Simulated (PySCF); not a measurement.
# Electron correlation in Gd⁴²⁺ (gadolinium, charge +42)

[Ar] 3d4, high-spin 5D determinant. All numbers are calculated (PySCF 2.14, the non-relativistic Hamiltonian (point nucleus), in an uncontracted even-tempered set (16 s from 8.4 bohr⁻², ratio 2.5; 10 p from 11 bohr⁻², ratio 2.5; 7 d from 11 bohr⁻², ratio 2.5; 4 f from 40 bohr⁻², ratio 2.7; 3 g from 61 bohr⁻², ratio 2.7)). Frozen: [Ne]; 12 electrons correlated; the 23 highest virtual orbitals of each spin left out.

MP2 pair energies summed by pair of shells (mhartree):

```
 pair   energy  share (%)
3p-3d  -187.62       38.3
3p-3p  -174.33       35.6
3s-3p   -46.05        9.4
3d-3d   -43.25        8.8
3s-3d   -30.57        6.2
3s-3s    -7.97        1.6
```

Total MP2 correlation energy: -489.79 mhartree.

At this charge a non-relativistic calculation is a model, useful for the Z dependence of the correlation energy.

Spin-orbit coupling is strong in this species, so the high-spin LS determinant is a model state.
